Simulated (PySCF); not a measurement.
# Static response to an electric field

Benzo[c]thiophene, C8H6S.
Geometry (PBE0-D3(BJ)/def2-SVP, Å), atoms numbered from 1 in this order:
```xyz
15
C8H6S angstrom
C     -2.089   -0.401   -0.115
C     -1.857    1.003    0.018
C     -0.591    1.503    0.162
C      0.518    0.604    0.181
C      1.869    0.895    0.317
S      2.810   -0.522    0.280
C      1.465   -1.545    0.085
C      0.282   -0.818    0.046
C     -1.055   -1.296   -0.103
H     -3.116   -0.759   -0.228
H     -2.711    1.684    0.003
H     -0.419    2.577    0.263
H      2.338    1.871    0.436
H      1.594   -2.623    0.007
H     -1.238   -2.368   -0.205
```

Level: CAM-B3LYP/def2-SVPD (PySCF), static field, nuclei fixed, core orbitals frozen in the response. The polarisability tensor in these axes (au):

```
x   156.72  -7.63   7.17
y    -7.63 115.61   3.69
z     7.17   3.69  63.35
```

Question: Give the principal values, the mean and the anisotropy Δα = √{½[(α1 − α2)² + (α2 − α3)² + (α1 − α3)²]}.

Answer: Principal values 62.46, 114.70 and 158.52 au; mean 111.89 au = 16.58 Å³ = 18.45 × 10⁻⁴⁰ C²·m²/J; Δα = 83.30 au (74 % of the mean).

Question: What is the dipole moment?

Answer: 0.11 D at this geometry.

Question: Sum over states: ᾱ = Σ f/ω², ω in Eh. What share falls to these 10 lowest TDDFT singlets (eV, f)? 3.89, 0.0801; 4.78, 0.0980; 5.64, 0.0050; 5.81, 0.0029; 5.84, 0.0000; 6.10, 0.0014; 6.23, 0.0002; 6.28, 1.0914; 6.50, 0.0019; 6.62, 0.0000.

Answer: They add up to 27.85 au, 24.9 % of the 111.89 au; the largest single term is 20.52 au, from the state at 6.28 eV. Terms in order: 3.92, 3.17, 0.12, 0.06, 0.00, 0.03, 0.00, 20.52, 0.03, 0.00 au. Higher excitations give the rest. The strengths listed sum to 1.281.

Question: Find the Langevin capture rate constant for H3+ (3.023 u) meeting this molecule (134.019 u), k = 2.342 × 10⁻⁹ cm³/s × √(α in Å³ / reduced mass in u).

Answer: The reduced mass is 2.96 u, so k = 5.55 × 10⁻⁹ cm³/s.

Question: In a dilute gas of rigid molecules at 400 K, how does the orientational term μ²/3kT compare with the electronic polarisability?

Answer: In Gaussian units μ²/3kT = 0.07 Å³ against 16.58 Å³, a ratio of 0.00; the Debye molar polarisation (4π/3)N_A(α + μ²/3kT) is 42.0 cm³/mol, leaving out the vibrational part.

Question: Molar refractivity from α?

Answer: Lorentz–Lorenz: R = (4π/3)N_A α = 2.5225 cm³/(mol·Å³) × 16.58 Å³ = 41.8 cm³/mol, in the limit of long wavelengths.

Question: Give the eigenvalues of the traceless quadrupole moment Θ = ½Σq(3rr − r²1), origin at the centre of nuclear charge.

Answer: -10.63, 2.29, 8.34 D·Å. The values depend on the origin, since the dipole doesn't vanish. The electronic extent ⟨r²⟩ about the same centre is 1259 bohr², a root-mean-square distance of 2.24 Å for the 70 electrons.

Isolated species at its PBE0-D3(BJ)/def2-SVP geometry, gas phase.

The run behind these numbers computed excited states and ΔSCF ions as well. The run took 3.8 min on one thread, Arm Neoverse N1 (shared host).
